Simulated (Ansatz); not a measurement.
`C#C[S][GaH][F]` + H₂O → `[OH][GaH][F]` + `C#CS` at 600 K and 1 bar (formal hydrolysis of a Ga–S bond).

Isolated molecules relaxed with PBE0-D4/def2-TZVP in Ansatz; ΔE leaves out vibrations. CCSD(T)/CBS is the MP2 limit (def2-TZVPP, def2-QZVPP) plus CCSD(T) − MP2 in def2-TZVPP, frozen cores. This one scheme is used for every species. For Ga outer-core shells are correlated without core-valence functions, which leaves a few kJ/mol of doubt a bond. Scalar relativity is left out up to krypton. Each species was taken in one conformer, which may not be the lowest.

```tsv
species	CCSD(T)/CBS energy (Eh)	H − E (kJ/mol)	S (J/(mol·K))
`C#C[S][GaH][F]`	-2498.80900	132.9	433.8
H₂O	-76.37941	76.8	212.8
`[OH][GaH][F]`	-2100.17635	96.3	342.0
`C#CS`	-475.00020	105.8	310.8
```

H − E and S are ideal-gas, rigid-rotor, harmonic terms from PBE0-D4/def2-TZVP, for one conformer and one mirror image of each species. 1 Eh = 2625.50 kJ/mol, R = 8.31446 J/(mol·K).

Problem. By hand: ΔE, ΔH, ΔS and ΔG.

Solution. ΔE = (-2100.17635) + (-475.00020) − (-2498.80900) − (-76.37941) = 0.01186 Eh = 31.1 kJ/mol. Δ(H − E) = 96.3 + 105.8 − 132.9 − 76.8 = -7.6, so ΔH = 23.5 kJ/mol. ΔS = 342.0 + 310.8 − 433.8 − 212.8 = 6.2 J/(mol·K). ΔG = 23.5 − 600 × (6.2)/1000 = 19.8 kJ/mol.

Problem. By hand: the equilibrium constant, and the temperature at which ΔG would vanish if ΔH and ΔS stayed fixed.

Solution. log₁₀ K = −ΔG/(RT ln 10) = -1.7. ΔG = 0 at ΔH/ΔS = 3790 K, far beyond where these terms or the molecules hold.

The number of gas molecules stays the same, so ΔS is small and ΔH decides. A doubt of 5 kJ/mol in ΔE shifts log₁₀ K by 0.4 here. Other conformers and mirror images would add mixing entropy, several J/(mol·K) or more a flexible species. These are equilibria of isolated gas molecules and say nothing of rates. Largest T1 diagnostic: 0.015 (customary marks: 0.02 for closed shells, 0.045 for open ones).
